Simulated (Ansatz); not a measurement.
The cluster H5Au3⁺. The state is a doublet with charge 1. Geometry r2SCAN-D4/def2-SVP, that of the neutral singlet; atoms count from 1.

```xyz
8

Au   -0.961   -0.993    1.012
Au   -0.202    0.901   -0.742
Au    1.673   -0.975    0.581
H     1.932   -2.205    1.554
H    -1.611    1.522   -1.101
H     0.179    2.009   -1.763
H    -2.488   -0.663    0.975
H     1.477    0.404   -0.517
```

In the def2 sets Au takes a core potential; there is no spin–orbit coupling. The structure comes from a short search, and lower isomers may exist.

Problem. Estimate the Mulliken populations from the PBE0/def2-TZVP orbitals of Ansatz.

Solution. 
```json
{"atom": "Au1", "charge (e)": "0.24", "spin (α − β)": "0.13", "d electrons": "9.58"}
{"atom": "Au2", "charge (e)": "0.18", "spin (α − β)": "0.01", "d electrons": "9.41"}
{"atom": "Au3", "charge (e)": "0.40", "spin (α − β)": "0.29", "d electrons": "9.51"}
{"atom": "H4", "charge (e)": "0.08", "spin (α − β)": "0.25", "d electrons": "–"}
{"atom": "H5", "charge (e)": "0.05", "spin (α − β)": "0.01", "d electrons": "–"}
{"atom": "H6", "charge (e)": "0.14", "spin (α − β)": "0.03", "d electrons": "–"}
{"atom": "H7", "charge (e)": "0.14", "spin (α − β)": "0.28", "d electrons": "–"}
{"atom": "H8", "charge (e)": "-0.22", "spin (α − β)": "-0.01", "d electrons": "–"}
```
Mulliken values depend strongly on the basis.

Problem. Where does the spin sit?

Solution. Summed by element: Au 0.43, H 0.57, of 1 unpaired in all. Largest on single atoms: Au3 0.29, H7 0.28, H4 0.25.

Problem. And the Mayer bond orders between heavy atoms (over 0.3)?

Solution. Au1–Au3 0.54 (2.67 Å).
